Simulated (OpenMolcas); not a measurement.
**Levels of neutral germanium by method**

| Property | Result |
| --- | --- |
| Program | OpenMolcas |
| Basis | ANO-RCC-VTZP [6s5p3d1f] |
| Scalar Hamiltonian | DKH2, point nucleus |
| Active space | 4 electrons in 9 orbitals (RAS2 4s 4p; RAS3 4d, at most 2 electrons) |
| State averaging | 2S+1 = 3 even, 3 roots; 2S+1 = 1 even, 6 roots; 2S+1 = 5 odd, 1 root; 2S+1 = 3 odd, 5 roots |
| Spin-orbit coupling | state interaction with AMFI integrals over the reference wave functions, term energies averaged over their components |

Methods on the same reference wave functions:
A. RASSCF
B. SS-RASPT2, IPEA 0.25 Eh, imaginary shift 0.1 Eh (closed shells correlated: 3d)
C. XMS-RASPT2, IPEA 0.25 Eh, imaginary shift 0.1 Eh (closed shells correlated: 3d)

Energies in cm-1 above 4s2 4p2 3P0, the measured ground level; measured values from NIST Handbook of Basic Atomic Spectroscopic Data.

```
       Level      A      B      C  Measured
 4s2 4p2 3P0    0.0    0.0    0.0       0.0
 4s2 4p2 3P1    487    493    492       557
 4s2 4p2 3P2   1281   1283   1283      1410
 4s2 4p2 1D2   9457   9010   8990      7125
 4s2 4p2 1S0  20394  18950  19060     16367
4s 4p3 5S* 2  35584  39220  39330     41927
```

Deviations, from unrounded energies. A percentage is the sum of absolute deviations over the sum of measured energies, with the sign that they share, or ± where signs differ.

```csv
Against measurement,Levels,A,B,C
mean absolute deviation (cm-1),5,2600,1500,1500
fine structure of the ground term (%),2,-10.1,-9.7,-9.8
other terms of the ground configuration (%),2,+27.1,+19.0,+19.4
other configurations (%),1,-15.1,-6.4,-6.2
```

B, C lie about equally close to measurement and A furthest from it. The largest miss of C in the table is 4s2 4p2 1S0, by +2700 cm-1. The ranking rests on the paired levels alone, and a cruder setting can come out closer through cancelling errors.

Between B and C the level of the table that moves most is 4s2 4p2 1S0, by 110 cm-1 (lowest in B, highest in C). Moves below CASPT2's spread within the term are not significant.

The two smallest mean deviations differ by little beside CASPT2's spread within terms, so their order carries little weight.

From A to B the spin-free energies of the other terms of 4s2 4p2 shown, above 3P, scale by factors of 0.93 to 0.95.

The lowest spin-free term lies below A's lowest term by 0.407 hartree in B, 0.407 hartree in C.

CASPT2 breaks the degeneracy within a term, and the mean is taken; among the terms shown or strongly mixed into the levels shown the widest spread is 17 cm-1 (4s2 4p2 1D, C). Active for correlation alone: 4d; no level in the range computed is led by a configuration that fills it, so any true level of that kind is missing. Without dynamic correlation excited terms often stand tens of per cent too high (terms of higher spin than the ground term too low), and those without a measured partner can miss by more than the paired ones (holds for A). Some terms miss by over 15 % even with CASPT2, which points to a basis or an active space too small for the shells correlated (holds for B; C). Computed and measured levels are paired by configuration, term and J; levels that our copy of the source lacks, or whose pairing is in doubt (as where it misses far off the trend of its configuration), stay unpaired and out of the deviations. Levels of configurations outside the active space are missing. Levels that lie high or do not pair safely by name in every column are left out.

* marks odd parity.
